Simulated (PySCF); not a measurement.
Computed shifts of a molecule C₂H₈O₂Si, PBE/pcSseg-1 in PySCF, GIAO, gas phase, atoms alike by connectivity averaged where their shifts nearly agree, in ppm (number of nuclei): ¹³C: 3.1 (1), -0.4 (1). ²⁹Si: 7.7 (1). ¹H: 1.62 (1), 1.46 (1), 0.43 (3), 0.26 (3). References: ¹³C against TMS (σ = 182.0 ppm); ²⁹Si against TMS (σ = 335.4 ppm); ¹⁷O against H2O (σ = 334.3 ppm); ¹H against TMS (σ = 31.49 ppm), references at their B3LYP-D3(BJ)/def2-TZVP geometries, non-relativistic. The structure is a stationary point at B3LYP-D3(BJ)/def2-SVP. One conformer was computed; it need not be the lowest.

Task: Identify the compound among the candidates.
A. OC[C@@H](O)[SiH3]
B. CO[Si@@H](C)O
C. C[Si](C)(O)O
D. C[Si@H](O)CO

Result: C, C[Si](C)(O)O
